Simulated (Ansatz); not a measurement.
One change: `C[SiH2][SiH2]C=N` becomes `N=C[SiH2][SeH]`.

Ansatz, PBE0-D4/def2-TZVP geometries, multiplicity 1. Each molecule was computed in one conformer, which needn't be the lowest.

Scalar relativity is left out up to krypton. Spin–orbit coupling is left out; it splits and shifts lone-pair levels of the heavy atoms by tenths of an eV.

```json
{"property": "HOMO energy (PBE/def2-TZVPP) / eV", "`C[SiH2][SiH2]C=N`": "-6.00"}
{"property": "HOMO energy (PBE0/def2-TZVPP) / eV", "`C[SiH2][SiH2]C=N`": "-7.40"}
{"property": "HOMO energy (ωB97M-V/def2-TZVPP) / eV", "`C[SiH2][SiH2]C=N`": "-9.66"}
{"property": "HOMO–LUMO gap (PBE0/def2-TZVPP) / eV", "`C[SiH2][SiH2]C=N`": "6.46"}
{"property": "size of the dipole moment (ωB97M-V/def2-TZVPP) / D", "`C[SiH2][SiH2]C=N`": "1.55"}
{"property": "LUMO energy (PBE/def2-TZVPP) / eV", "`C[SiH2][SiH2]C=N`": "-2.05"}
```

**Question.** Give the same properties after the change, and the shifts. (Best estimate.)

**Answer.** Computed: 
| property | `N=C[SiH2][SeH]` | shift |
| --- | --- | --- |
| HOMO energy (PBE/def2-TZVPP) / eV | -5.90 | 0.10 |
| HOMO energy (PBE0/def2-TZVPP) / eV | -7.10 | 0.30 |
| HOMO energy (ωB97M-V/def2-TZVPP) / eV | -9.26 | 0.40 |
| HOMO–LUMO gap (PBE0/def2-TZVPP) / eV | 5.82 | -0.64 |
| size of the dipole moment (ωB97M-V/def2-TZVPP) / D | 1.59 | 0.04 |
| LUMO energy (PBE/def2-TZVPP) / eV | -2.31 | -0.26 |

With PBE0 the HOMO rises by 0.30 eV and the LUMO falls by 0.34 eV, so the gap narrows by about 0.64 eV. PBE moves the HOMO by 0.10 eV and ωB97M-V by 0.40 eV. Dipoles are sizes alone; their direction can turn.
